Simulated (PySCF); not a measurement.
# Single point on TiC

State: quintet, unpaired electrons σ ↑↑, π ↑, δ ↑.

An equivalent input (the run itself took its basis sets from the Basis Set Exchange, started from a PBE0 density and held the occupation σ 9α 7β, πx 3α 3β, πy 3α 2β, δy 1α 0β):

```python
from pyscf import gto, scf, cc
mol = gto.M(atom='Ti 0 0 0; C 0 0 1.81', basis={'Ti': 'def2-TZVPPD', 'C': 'def2-TZVPPD'},
            charge=0, spin=4, verbose=4, symmetry='C2v')
mf = scf.UHF(mol)
mf.irrep_nelec = {'A1': (9, 7), 'A2': (1, 0), 'B1': (3, 3), 'B2': (3, 2)}
mf.conv_tol = 1e-9
mf.max_cycle = 60
mf.diis_space = 10
mf.kernel()
mycc = cc.CCSD(mf, frozen=[[0, 1, 2, 3, 4, 5, 103], [0, 1, 2, 3, 4, 5, 103]])
mycc.run(conv_tol=1e-7, conv_tol_normt=1e-5, max_cycle=80, diis_space=8)
et = mycc.ccsd_t()
```

The SCF ended at -886.09358924 hartree. The coupled-cluster part of the log:

```
******** <class 'pyscf.cc.uccsd.UCCSD'> ********
CC2 = 0
CCSD nocc = (10, 6), nmo = (97, 97)
frozen orbitals [[0, 1, 2, 3, 4, 5, 103], [0, 1, 2, 3, 4, 5, 103]]
max_cycle = 80
direct = 0
conv_tol = 1e-07
conv_tol_normt = 1e-05
diis_space = 8
diis_start_cycle = 0
diis_start_energy_diff = 1e+09
Init t2, MP2 energy = -0.461809808398498
Init E_corr(UCCSD) = -0.461809808453931
cycle = 1  E_corr(UCCSD) = -0.454949960245186  dE = 0.00685984821  norm(t1,t2) = 0.191589
cycle = 2  E_corr(UCCSD) = -0.484951534866168  dE = -0.0300015746  norm(t1,t2) = 0.0948655
cycle = 3  E_corr(UCCSD) = -0.479799070248585  dE = 0.00515246462  norm(t1,t2) = 0.0965377
cycle = 4  E_corr(UCCSD) = -0.484541109420064  dE = -0.00474203917  norm(t1,t2) = 0.0365234
cycle = 5  E_corr(UCCSD) = -0.485606178144533  dE = -0.00106506872  norm(t1,t2) = 0.0102386
cycle = 6  E_corr(UCCSD) = -0.484903385362771  dE = 0.000702792782  norm(t1,t2) = 0.00515535
cycle = 7  E_corr(UCCSD) = -0.485110952471176  dE = -0.000207567108  norm(t1,t2) = 0.00232188
cycle = 8  E_corr(UCCSD) = -0.485182209113283  dE = -7.12566421e-05  norm(t1,t2) = 0.00116793
cycle = 9  E_corr(UCCSD) = -0.485155196684889  dE = 2.70124284e-05  norm(t1,t2) = 0.000734223
cycle = 10  E_corr(UCCSD) = -0.485154109452952  dE = 1.08723194e-06  norm(t1,t2) = 0.000490998
cycle = 11  E_corr(UCCSD) = -0.485154765348214  dE = -6.55895262e-07  norm(t1,t2) = 0.00035857
cycle = 12  E_corr(UCCSD) = -0.485161869523476  dE = -7.10417526e-06  norm(t1,t2) = 0.000250903
cycle = 13  E_corr(UCCSD) = -0.4851621360676  dE = -2.66544123e-07  norm(t1,t2) = 0.000187522
cycle = 14  E_corr(UCCSD) = -0.485159949721161  dE = 2.18634644e-06  norm(t1,t2) = 9.8252e-05
cycle = 15  E_corr(UCCSD) = -0.485156392272957  dE = 3.5574482e-06  norm(t1,t2) = 5.33711e-05
cycle = 16  E_corr(UCCSD) = -0.485157264438212  dE = -8.72165256e-07  norm(t1,t2) = 3.05645e-05
cycle = 17  E_corr(UCCSD) = -0.48515803379171  dE = -7.69353498e-07  norm(t1,t2) = 1.91827e-05
cycle = 18  E_corr(UCCSD) = -0.485158226415018  dE = -1.92623308e-07  norm(t1,t2) = 1.15038e-05
cycle = 19  E_corr(UCCSD) = -0.485158222020211  dE = 4.39480768e-09  norm(t1,t2) = 6.44335e-06
UCCSD converged
E(UCCSD) = -886.5787474622786  E_corr = -0.4851582220202108
UCCSD(T) correction = -0.0307539722228761
```

T1 diagnostic 0.050, D1 0.160, 16 electrons correlated, 1 of the virtual orbitals (those above 20 hartree) left out.

A point of this curve took 270 CPU seconds beside 2 for the integrals, on Intel Xeon Platinum 8259CL @ 2.50GHz (shared host).

Correlated steps freeze 6 core orbitals. The CCSD T1 diagnostic is raised, a sign that a single reference may not be enough here. The state is the lowest single determinant that the PBE0 search found; with open d or f shells the true ground state can be another one.
